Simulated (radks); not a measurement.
All-electron atom: Cd2+ in [Kr] 4d9 7s1 (not the ground configuration). Calculated with a radial shooting solver on a logarithmic mesh with Libxc functionals: scalar-relativistic Kohn-Sham, BLYP, spin-unpolarised, spherical densities, finite nucleus; Fermi nuclear charge, rms radius 4.6087 fm.

Normalised radial functions P(r) = r R(r), r in bohr:

```
   r/bohr * 3p, o 3d, + 4d (the largest magnitude, 1.75, reaches the edge; | marks zero, & curves that meet)
 0.003209                             &
 0.005228                             &*
 0.008448                             &*
  0.01365                             &  *
  0.02206                             &     *
  0.03566                             +o         *
  0.05809                             |+  o           *
  0.09388                             |   +     o  *
   0.1517                          *  |      +            o
   0.2452     *                       |       +                  o
   0.3962   *                         |+                    o
   0.6455                  + *        |        o
    1.043              +             *|o
    1.686                    +        &
    2.724                          +  &
    4.403                             &
    7.115                             &
    11.59                             &
    18.73                             &
```

3p: eigenvalue -633.39 eV, 1 radial node at r = 0.142 bohr, <r> = 0.357 bohr, 90 % of the charge inside 0.537 bohr. 3d: eigenvalue -425.84 eV, 0 radial nodes, <r> = 0.335 bohr, 90 % of the charge inside 0.529 bohr. 4d: eigenvalue -41.847 eV, 1 radial node at r = 0.415 bohr, <r> = 1.20 bohr, 90 % of the charge inside 1.87 bohr.
